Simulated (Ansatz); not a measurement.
Forces away from equilibrium

AlHIO (SMILES [O][AlH][I]), doublet, displaced at random from a GFN2-xTB minimum.

O1  (-1.740, -0.768, 0.331)
Al2  (-0.301, -0.080, -0.140)
I3  (2.149, -0.457, 0.526)
H4  (-0.146, 1.325, -0.754)
(Å)

Program: Ansatz 0.2.0. Basis: def2-TZVPP. Cores are frozen in the correlated methods; orbitals are unrestricted. Filled d shells of the heavier atoms are correlated. Core potentials replace the inner electrons of the atoms past krypton. The def2 sets are not built for correlating such inner shells, so the correlated values are less sure here.

CCSD(T) forces from the calculation:
```tsv
atom	Fx	Fy	Fz (eV/Å)
O1	-1.615	-1.048	0.466
Al2	3.111	1.141	0.094
I3	-0.868	-0.407	-0.085
H4	-0.627	0.314	-0.475
```

(1) Which atom feels the largest CCSD(T) force, and how large is it?

The T1 diagnostic stays at or below 0.015. ⟨S²⟩ of the unrestricted Hartree–Fock references: 0.76 (a pure state has 0.75). These are differences at one structure, and CCSD(T) in triple zeta is itself an approximation.

Answers

(1) Al2, 3.31 eV/Å, along (0.94, 0.34, 0.03).

Root-mean-square difference of the force components from those of CCSD(T): PBE0-D4 0.189; wB97M-V 0.079; r2SCAN-D4 0.298; PBE-D4 0.615; r2SCAN0-D4 0.178; revPBE-D4 0.524 eV/Å.

For scale, one of the runs: CCSD(T)/def2-TZVPP forces, 137 basis functions (an equivalent command: `ansatz run in.yaml --threads 4`). Hardware: 4 CPU threads, shared host. Wall time 3.3 min; peak host memory 3.6 GiB.
